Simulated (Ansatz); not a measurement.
What each rung costs, and what it gives

The pair of Br⁻ (SMILES [Br-], atom 1) and SiNH5 (SMILES [SiH3]N, atoms 2–8), both closed shells, in one local arrangement (a lower one may exist), relaxed at PBE0-D4/def2-TZVPD:

```json
{"atom": "Br1", "x (Å)": "-0.9104", "y (Å)": "-1.5992", "z (Å)": "-2.9095"}
{"atom": "Si2", "x (Å)": "0.3776", "y (Å)": "0.0152", "z (Å)": "0.9500"}
{"atom": "N3", "x (Å)": "-0.0774", "y (Å)": "0.6843", "z (Å)": "-0.5503"}
{"atom": "H4", "x (Å)": "1.6370", "y (Å)": "-0.7662", "z (Å)": "0.8069"}
{"atom": "H5", "x (Å)": "0.6366", "y (Å)": "1.1348", "z (Å)": "1.9118"}
{"atom": "H6", "x (Å)": "-0.5973", "y (Å)": "-0.8827", "z (Å)": "1.6534"}
{"atom": "H7", "x (Å)": "-0.7959", "y (Å)": "1.3928", "z (Å)": "-0.5437"}
{"atom": "H8", "x (Å)": "-0.2700", "y (Å)": "0.0209", "z (Å)": "-1.3187"}
```

Interaction energies are counterpoise-corrected; the time is that of the whole pair.

Program: Ansatz 0.2.0. Basis: as named in each row. Cores are frozen in the correlated methods. Filled d shells of the heavier atoms are correlated. The def2 sets are not built for correlating such inner shells, so the correlated values are less sure here. B3LYP uses VWN-RPA correlation. Extrapolation: Hartree–Fock as exp(−7.88 √X), correlation as X^−2.97.

Times are rough, for one single point on 4 threads of a shared host (Intel Xeon Platinum 8259CL).

The estimate by CCSD(T) at an estimated basis limit (MP2 extrapolated from triple and quadruple zeta, plus CCSD(T) − MP2 in triple zeta) is -53.3 kJ/mol.

| method | basis | time (s) | interaction energy (kJ/mol) | method less estimate |
| --- | --- | --- | --- | --- |
| HF | STO-3G | under 1 | -33.4 | 19.9 |
| PBE-D4 | STO-3G | under 1 | -68.9 | -15.5 |
| SPW92 | def2-SVP | under 1 | -78.2 | -24.9 |
| PBE-D4 | def2-SVP | under 1 | -68.9 | -15.5 |
| B3LYP-D4 | 6-31G | under 1 | -54.5 | -1.2 |
| PBE0-D4 | def2-SVP | under 1 | -64.7 | -11.4 |
| revPBE-D4 | def2-TZVPPD | 2 | -56.5 | -3.2 |
| PBE-D4 | def2-TZVPPD | 2 | -58.1 | -4.8 |
| BLYP-D4 | def2-TZVPPD | 2 | -54.8 | -1.5 |
| CCSD(T) | def2-SVP | 3 | -50.6 | 2.8 |
| B3LYP-D4 | def2-TZVPPD | 3 | -54.0 | -0.7 |
| HSE06-D4 | def2-TZVPPD | 3 | -55.8 | -2.5 |
| wB97M-V | def2-SVP | 3 | -60.5 | -7.2 |
| PBE0-D4 | def2-TZVPPD | 3 | -55.7 | -2.3 |
| r2SCAN-D4 | def2-TZVPPD | 4 | -55.0 | -1.7 |
| B2PLYP | def2-TZVPPD | 6 | -47.9 | 5.4 |
| B97M-V | def2-TZVPPD | 6 | -54.3 | -1.0 |
| wB97X-V | def2-TZVPPD | 6 | -51.3 | 2.0 |
| wB97M-V | def2-TZVPPD | 8 | -52.0 | 1.4 |
| MP2 | def2-QZVPPD | 18 | -53.3 | 0.1 |
| CCSD(T) | def2-TZVPPD | 70 | -49.6 | 3.7 |

No T1 diagnostic of these runs exceeds 0.011.
